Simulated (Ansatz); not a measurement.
CH3BClN (`B/N=C\Cl`) at its PBE0-D4/def2-TZVP geometry, where that method's forces vanish. Charge 0, multiplicity 1.

```csv
atom,x (Å),y (Å),z (Å)
B1,1.095,-0.100,-0.810
N2,0.001,0.125,-0.030
C3,-0.983,0.246,0.690
Cl4,-1.712,-1.081,1.558
H5,0.930,-0.379,-1.960
H6,2.180,0.008,-0.319
H7,-1.512,1.180,0.872
```

(1) For each bond, give half the difference of the two atoms' forces along it (eV/Å; positive pushes the atoms apart) under PBE-D4, r2SCAN-D4, B3LYP-D4, ωB97M-V in def2-TZVPP. (Estimate.)

## Answers

(1) Ansatz gave: 
```
  bond  length (Å)  PBE-D4  r2SCAN-D4  B3LYP-D4  ωB97M-V
 B1–N2       1.362   -0.41      -0.16      0.05     0.33
 B1–H5       1.195    0.06      -0.02     -0.10    -0.19
 B1–H6       1.195    0.06      -0.02     -0.10    -0.19
 N2–C3       1.226    0.78       0.27      0.03    -0.07
C3–Cl4       1.745    0.06       0.19      0.35     0.12
 C3–H7       1.088   -0.13      -0.17     -0.18    -0.16
```

B3LYP here is the variant with VWN-RPA as its local correlation; programs differ in this.
